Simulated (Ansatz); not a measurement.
A search over several starts for the lowest SCF solution of Be2H2Br2⁻, that is (HBe-mu-Br)2 with one electron more at the given spin, in a small basis.

```yaml
crystal:
  periodic: [false, false, false]
  atoms:
    - {symbol: Be, position_ang: [0.678108, -0.389863, -1.137366]}
    - {symbol: H, position_ang: [1.342194, -0.760309, -2.224709]}
    - {symbol: Br, position_ang: [-0.226102, 1.532166, -0.659992]}
    - {symbol: Be, position_ang: [-0.680102, 0.389174, 1.136401]}
    - {symbol: H, position_ang: [-1.321452, 0.767497, 2.234639]}
    - {symbol: Br, position_ang: [0.207354, -1.538655, 0.651016]}
basis:
  gaussian: {orbitals: def2-SVP}
total_charge: -1
magnetization: {spin_polarized: true, initial_magnetization: 1}
hamiltonian: {xc: pbe0, dispersion: d4}
output: {orbitals: {seedname: orbitals}}
```

```sh
$ ansatz run in.yaml --threads 4 --pin off --events-out ev --progress --plain --max-ram 3916MiB
```

It prints (some lines left out):

```
Functional definition: PBE0
970 factors; integrals over basis functions are off by at most 3.8e-4 eV
mean field evaluation 1: about -140893.4317 eV, gradient 1.8e1 eV
mean field evaluation 2: about -140894.2324 eV, gradient 1.6e1 eV
mean field evaluation 4: about -140895.0038 eV, gradient 1.4e0 eV
mean field evaluation 8: about -140895.2758 eV, gradient 9.0e-2 eV
mean field evaluation 16: about -140895.2759 eV, gradient 4.8e-5 eV
mean field evaluation 32: about -140894.5647 eV, gradient 2.9e0 eV
mean field -140895.27587990 eV, -5177.8058863383 hartree, gradient 8.9e-6 eV, S^2 0.756327; 5 other end points of the search recorded, 0 dependent functions left out
reference -140895.27591365 eV, -5177.8058875784 hartree; 41, 40 occupied and 51, 52 virtual orbitals, 970 factors
Total energy: -140895.42901569 eV, -5177.8115139746 hartree
```

It took 11 s on 4 threads of Intel Xeon on a shared host.

The highest occupied level of the charge -1 doublet lies above zero (up to 2.05 eV). By energy differences it is unbound by 0.37 eV (vertical, against the charge 0 singlet, at PBE0-D4/def2-TZVPD) and held by the finite basis.
